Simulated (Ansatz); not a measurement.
System: TeI$_{2}$ (charge +1, doublet). 
Structure (B3LYP-D3(BJ)/def2-TZVP (Ansatz, a quantum-chemistry and plane-wave program) minimum search):
```xyz
3

Te     0.0442     0.0179     1.0840
I      0.9639    -1.8555    -0.5414
I     -1.0073     1.8379    -0.5221
```
Charge +1, spin multiplicity 2.

Basis-set convergence of Hartree-Fock and CCSD(T) correlation energies (hartree) with Ansatz. Valence correlation only, unless marked. Open shells are spin-unrestricted. No spin-orbit coupling. The frozen core is the preceding noble-gas configuration, with the filled d and f shells of earlier blocks. Past Kr the def2 sets carry scalar-relativistic core potentials.

| basis | functions | E(HF) | E(corr, CCSD(T)) |
|---|---|---|---|
| def2-SVPD | 105 | -860.05978 | -0.33115 |
| def2-TZVPPD | 177 | (withheld) | (withheld) |

Q: Fill in the missing entries.

A: 
- def2-TZVPPD, E(HF): -860.09756
- def2-TZVPPD, E(corr, CCSD(T)): -0.44212
